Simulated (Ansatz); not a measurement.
Ideal-gas functions of CH5GeO, SMILES `C[O][GeH2]` radical at 800 K and 1 bar, from an Ansatz frequency run at PBE0-D4/def2-TZVP.

Molar mass 105.66 g/mol, point group C1 (symmetry number 1), electronic degeneracy 2, moments of inertia 14.292, 124.242, 132.994 u Å². Harmonic wavenumbers (cm⁻¹, unscaled): 103, 170, 232, 613, 658, 678, 816, 1125, 1175, 1198, 1473, 1489, 1496, 2025, 2103, 3001, 3062, 3104.

Use S(trans) = R[1.5 ln M + 2.5 ln T − 1.1517]; rotational temperatures θ = 24.2544 K / I; S(rot) = R[ln(√π/σ · √(T³/θAθBθC)) + 1.5]; for each mode x = 1.438777 ν̃/T, S = R[x/(eˣ − 1) − ln(1 − e⁻ˣ)] and H = RT x/(eˣ − 1); 1 cm⁻¹ = 0.0119627 kJ/mol; R = 8.31446 J/(mol·K).

Q: By hand: the entropy, in J/(mol·K).

A: Translation 187.5. Rotation: θ = 1.6971, 0.1952, 0.1824 K, giving 112.3. Vibration, mode by mode: 22.35, 18.20, 15.64, 7.91, 7.38, 7.16, 5.83, 3.74, 3.49, 3.37, 2.29, 2.23, 2.21, 1.04, 0.92, 0.24, 0.22, 0.21, in all 104.4. Electronic 5.8. Sum 410.0 J/(mol·K).

Q: By hand: H − E and G − E in kJ/mol, counted from the electronic energy.

A: Zero-point energy ½ × 24521 × 0.0119627 = 146.7; thermal vibration 42.1; translation, rotation and pV give 4 RT = 26.6. H − E = 215.4 kJ/mol, and G − E = 215.4 − 800 × 410.0/1000 = -112.6 kJ/mol.

Vibration gives 25 % of the entropy, 22.3 J/(mol·K) of it from the mode under 150 cm⁻¹: soft modes count most, and the harmonic formula is weakest for them. The sum counts one conformer and one mirror image; others add a mixing term.
